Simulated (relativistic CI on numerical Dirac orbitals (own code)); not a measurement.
## Pr2+: 4f valence photoemission

Computed with this model: Dirac-Coulomb-Breit CI, KLI orbitals optimised for each configuration, model QED (radiative potential, 1s self-energy scaled to tabulated hydrogen-like ionisation energies), valence Slater integrals scaled by 0.7, multiplet model of photoemission in the sudden approximation; configurations [Xe] 4f3 → [Xe] 4f2; 80 K; Lorentzian 0.15 eV and Gaussian 0.3 eV FWHM. Energies are those of the free ion, without screening or charge transfer. The energies are binding energies and can lie tens of eV above those of solids. S is read from ⟨S²⟩ = S(S + 1).

Field parameters in Wybourne normalisation; cubic f-shell fields have B⁴₄ = √(5/14) B⁴₀ and B⁶₄ = −√(7/2) B⁶₀. The field is a parameter set, without covalency.

free ion: ground-state S = 1.47, centroid 19.17 eV. Peaks (eV, height): 19.0 (100), 19.6 (36).

Oh, B40 = -1560, B60 = -520 cm⁻¹: ground-state S = 1.48, centroid 19.18 eV. Peaks (eV, height): 19.0 (100), 19.6 (33).

Strongest unbroadened transitions for Oh, B40 = -1560, B60 = -520 cm⁻¹:

```csv
Energy (eV),Relative strength
18.99,9.4
19.01,42.8
19.02,56.1
19.03,3.1
19.05,100.0
19.08,22.6
19.26,2.2
19.27,12.7
19.28,1.1
19.29,11.0
19.33,5.9
19.54,2.5
19.59,2.4
19.62,2.0
19.63,40.0
19.64,11.7
19.78,1.6
19.81,4.1
```
